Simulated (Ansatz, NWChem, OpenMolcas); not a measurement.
How basis sets differ on CH7NSn (SMILES C[NH][SnH3])

CH7NSn: 10 atoms, total charge 0, spin state singlet. SMILES: `C[NH][SnH3]`. Geometry: relaxed at PBE0-D4/def2-TZVP.

```tsv
atom	x (Å)	y (Å)	z (Å)
C	-0.8984	0.7580	-0.8792
N	-0.3430	-0.5329	-0.5165
Sn	0.8973	-0.6294	1.0851
H	-1.6642	0.6376	-1.6527
H	-1.3968	1.2011	-0.0117
H	-0.1682	1.4946	-1.2475
H	0.0373	-1.0040	-1.3262
H	1.4517	-2.2390	1.1699
H	-0.0526	-0.1955	2.4337
H	2.2202	0.4584	0.9480
```

Quantity: the HOMO–LUMO gap, in eV. The values are calculated.

```csv
level,kind,program,value (eV)
HF/ANO-R0 (sfX2C),Hartree–Fock,OpenMolcas,12.71
HF/STO-3G,Hartree–Fock,NWChem,18.19
HF/3-21G,Hartree–Fock,OpenMolcas,13.01
"HF/ANO-RCC-VDZ (DKH2, RICD fitting)",Hartree–Fock,OpenMolcas,12.16
HF/def2-SVP (core potential),Hartree–Fock,OpenMolcas,13.02
HF/def2-mTZVP,Hartree–Fock,Ansatz,12.15
```

All-electron rows without a relativistic Hamiltonian named are non-relativistic, while core potentials hold scalar relativity, so basis and relativity change together. The values span 12.15 to 18.19 eV. A Hartree–Fock LUMO above zero doesn't converge with the basis: it sinks as sets grow more diffuse. Orbital gaps aren't excitation energies.
